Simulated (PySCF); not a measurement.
## How methods differ on the excitation energy of Zn²⁺

Zn²⁺ [Ar] 3d10 (1S) → Zn²⁺ [Ar] 3d9 4p1 (high-spin determinant), as a difference of total energies. Calculation: PySCF 2.14, in aug-cc-pwCVTZ-DK (10s9p7d4f3g, 127 functions); scalar relativity by spin-free X2C-1e. Correlated levels: valence: [Ar] frozen; valence and next inner shell: [Ne] frozen; nothing frozen. The calculations carry no spin-orbit coupling.

```
                                method  excitation energy (cm⁻¹)
                                   UHF                    123270
                                   LDA                    139770
                                   PBE                    135470
                                  PBE0                    134310
                                r2SCAN                    133190
                                B2PLYP                    136560
                               r2SCANh                    132960
                                revPBE                    134990
                         MP2 (valence)                    143300
                     SCS-MP2 (valence)                    141530
    MP2 (valence and next inner shell)                    146920
SCS-MP2 (valence and next inner shell)                    144290
                   MP2 (all electrons)                    147100
               SCS-MP2 (all electrons)                    144380
```

A first-order spin-orbit estimate (lowest level to lowest level, LS coupling) adds -0.093 eV.

The determinant of the upper state mixes LS terms, which raises its energy above the lowest term, most at the Hartree-Fock and MP2 levels.
